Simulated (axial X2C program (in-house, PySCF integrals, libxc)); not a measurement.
**Nuclear properties of PdPb**

Computed with an axial X2C code built on PySCF integrals: two-component X2C with atomic mean-field Coulomb and Gaunt terms, Gaussian nuclei, basis Pb dyall-cv3z, Pd dyall-cv3z with contracted cores.

R = 2.512 Å (near the PBE0 minimum at charge 0 of the determinant lowest at the starting distance; the state shown can have its own minimum elsewhere).

Determinant lowest in the PBE0 search, Ω = 0 (closed shell), highest spinor 50% Pb p, 24% Pd d, 22% Pd s:

```tsv
level	qzz Pb (a.u.)	qzz Pd (a.u.)	μ (D)
PBE0	-13.45	0.74	-0.65
HF	-8.72	-0.20	0.46
TPSSh	-14.46	1.01	-0.83
LDA	-13.39	1.47	-1.39
B3LYP	-12.72	0.93	-0.91
```

qzz is the electric field gradient, eQq0 = 234.96 MHz × Q/barn × qzz; μ is positive if the Pd end (last atom) is positive. The operators were transformed with the bare-nucleus X2C matrices; with these basis sets, hyperfine constants and field gradients can be off by tens of per cent, and where levels differ in sign neither size nor sign is settled.

Each state is one determinant with collinear spin. The search compared states at one distance, so a state with another bond length can lie lower. Further determinants of the search, some of them spin-mixed, are not shown. Where a field gradient or hyperfine factor spreads by more than a factor of two over the levels, a constant derived from it is not to be relied on.
